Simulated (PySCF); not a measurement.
# Löwdin shares of the frontier orbitals

Species: Nb(NEt)Cl3, C2H5Cl3NNb (singlet state).
Geometry (PBE0-D3(BJ)/def2-SVP, Å), atoms numbered from 1 in this order:
```xyz
12
C2H5Cl3NNb angstrom
Nb     0.3860   -0.0009   -2.0880
N      0.5651   -0.0030   -0.3797
C      0.5591   -0.0060    1.0415
C     -0.8608   -0.0148    1.5866
H      1.1208   -0.8900    1.3922
H      1.1111    0.8827    1.3960
H     -0.8514   -0.0161    2.6861
H     -1.4115    0.8729    1.2421
H     -1.4012   -0.9081    1.2402
Cl     2.5128   -0.0002   -2.9631
Cl    -0.8057    1.9082   -2.5503
Cl    -0.8090   -1.9074   -2.5526
```

Level of theory: TDDFT B3LYP/def2-SVPD, vertical, gas phase, core orbitals frozen in the response, def2 core potentials past Kr in PySCF 2.14.0, density-fitted response routines. Spin–orbit coupling is left out.

Frontier orbitals with the atoms that hold most of them (Löwdin shares over 4%, at most four atoms; ? is withheld):

```
orbital  ε (eV)                                 atoms
 LUMO+2   -1.38    Nb1 54%, N2 11%, Cl10 10%, Cl12 9%
 LUMO+1   -2.83   Nb1 65%, Cl10 14%, Cl11 8%, Cl12 8%
   LUMO       ?                                     ?
   HOMO   -8.04   N2 36%, Cl12 16%, Cl11 16%, Nb1 13%
 HOMO-1   -8.08                                     ?
 HOMO-2   -9.11          Cl10 34%, Cl11 33%, Cl12 32%
 HOMO-3   -9.51  Cl10 30%, Cl12 27%, Cl11 27%, Nb1 9%
```

(1) Give the leading atoms of the HOMO-1.

(2) Give the leading atoms of the LUMO.

(3) What is the LUMO energy, and the HOMO–LUMO gap?

Results:

(1) N2 (bonded to C and Nb) 37%; Cl10 (bonded to Nb) 23%; Nb1 (bonded to 3 Cl and N) 12%; C3 (bonded to C, N and 2 H) 7%.

(2) Nb1 (bonded to 3 Cl and N) 66%; Cl12 (bonded to Nb) 12%; Cl11 (bonded to Nb) 12%; Cl10 (bonded to Nb) 6%. By element: niobium 66%, chlorine 30%.

(3) ε(LUMO) = -2.89 eV; the gap is 5.15 eV (0.1893 hartree).

**Question.** The HOMO–LUMO gap is 5.15 eV. Where does the response calculation put the lowest singlet, and from which orbitals?

**Answer.** S1 is at 3.85 eV (f = 0.0003), 1.30 eV below the gap, made of HOMO→LUMO (76%), HOMO-1→LUMO+1 (23%). Without the coupling terms of the response equations the lowest excitation would equal the gap.

**Question.** Give energy, strength and leading configuration of S1, S2, S3, S4, S5 and S6, and follow the Löwdin shares of the leading atoms from the occupied to the empty orbital.

**Answer.** 
- S1 (3.85 eV, f 0.0003), HOMO→LUMO (76%): N2 36% → at most 5%, Cl12 16% → 12%, Nb1 13% → 66%; the Löwdin share of niobium is 13% in HOMO and 66% in LUMO (ligand-to-metal charge transfer by this measure)
- S2 (4.01 eV, f 0.0040), HOMO-1→LUMO (85%): N2 37% → at most 5%, Cl10 23% → 6%, Nb1 12% → 66%, Cl12 at most 7% → 12%; the Löwdin share of niobium is 12% in HOMO-1 and 66% in LUMO (ligand-to-metal charge transfer by this measure)
- S3 (4.03 eV, f 0.0017), HOMO-1→LUMO+1 (76%): N2 37% → at most 5%, Cl10 23% → 14%, Nb1 12% → 65%; the Löwdin share of niobium is 12% in HOMO-1 and 65% in LUMO+1 (ligand-to-metal charge transfer by this measure)
- S4 (4.04 eV, f 0.0094), HOMO→LUMO+1 (84%): N2 36% → at most 5%, Cl12 16% → 8%, Nb1 13% → 65%, Cl10 at most 13% → 14%; the Löwdin share of niobium is 13% in HOMO and 65% in LUMO+1 (ligand-to-metal charge transfer by this measure)
- S5 (5.22 eV, f 0.010), HOMO-2→LUMO (77%): Cl10 34% → 6%, Cl11 33% → 12%, Nb1 at most 1% → 66%, Cl12 32% → 12%; the Löwdin share of niobium is at most 1% in HOMO-2 and 66% in LUMO (ligand-to-metal charge transfer by this measure)
- S6 (5.29 eV, f 0.012), HOMO-2→LUMO+1 (79%): Cl10 34% → 14%, Cl11 33% → 8%, Nb1 at most 1% → 65%; the Löwdin share of niobium is at most 1% in HOMO-2 and 65% in LUMO+1

Löwdin shares depend on the basis, the more so with diffuse functions.
